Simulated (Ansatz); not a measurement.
Start from `F[B]([AlH2])[SiH3]` and change one element to get `C[B](F)[AlH2]`.

Ansatz, PBE0-D4/def2-TZVP geometries, multiplicity 1. 

```json
{"property": "HOMO–LUMO gap (ωB97M-V/def2-TZVPP) / eV", "`F[B]([AlH2])[SiH3]`": "8.48"}
{"property": "HOMO energy (PBE0/def2-TZVPP) / eV", "`F[B]([AlH2])[SiH3]`": "-6.83"}
{"property": "HOMO–LUMO gap (PBE/def2-TZVPP) / eV", "`F[B]([AlH2])[SiH3]`": "2.68"}
{"property": "ideal-gas entropy at 298 K and 1 bar (rigid rotor, harmonic PBE0-D4/def2-TZVP) / J/(mol·K)", "`F[B]([AlH2])[SiH3]`": "368"}
{"property": "HOMO energy (B3LYP/def2-TZVPP) / eV", "`F[B]([AlH2])[SiH3]`": "-6.65"}
{"property": "LUMO energy (B3LYP/def2-TZVPP) / eV", "`F[B]([AlH2])[SiH3]`": "-2.24"}
```

**Question.** Give the same properties after the change, and the shifts. (Estimate.)

**Answer.** Ansatz gave: 
```csv
property,`C[B](F)[AlH2]`,shift
HOMO–LUMO gap (ωB97M-V/def2-TZVPP) / eV,9.12,0.64
HOMO energy (PBE0/def2-TZVPP) / eV,-7.11,-0.28
HOMO–LUMO gap (PBE/def2-TZVPP) / eV,3.41,0.73
"ideal-gas entropy at 298 K and 1 bar (rigid rotor, harmonic PBE0-D4/def2-TZVP) / J/(mol·K)",345,-23
HOMO energy (B3LYP/def2-TZVPP) / eV,-6.93,-0.28
LUMO energy (B3LYP/def2-TZVPP) / eV,-1.92,0.32
```

With PBE0 the HOMO falls by 0.28 eV and the LUMO rises by 0.37 eV, so the gap widens by about 0.65 eV. PBE moves the HOMO by -0.19 eV and ωB97M-V by -0.37 eV. Modes under 60 cm⁻¹, often nearly free rotors, make the harmonic entropy too high.

B3LYP here is the variant with VWN-RPA as its local correlation; programs differ in this.
